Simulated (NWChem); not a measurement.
# sulfur tetrafluoride (SF4); SMILES FS(F)(F)F

Program: NWChem. Pople sets run with spherical d functions. Coordinates come from a PBE0/def2-SVP optimisation. B3LYP is NWChem's, with the RPA form of VWN correlation.

Order these by “highest occupied level (eV)”, lowest first: B3LYP/3-21G; B3LYP/6-31+G*; B3LYP/STO-3G.

B3LYP/6-31+G* (-10.00), B3LYP/3-21G (-8.56), B3LYP/STO-3G (-2.72)
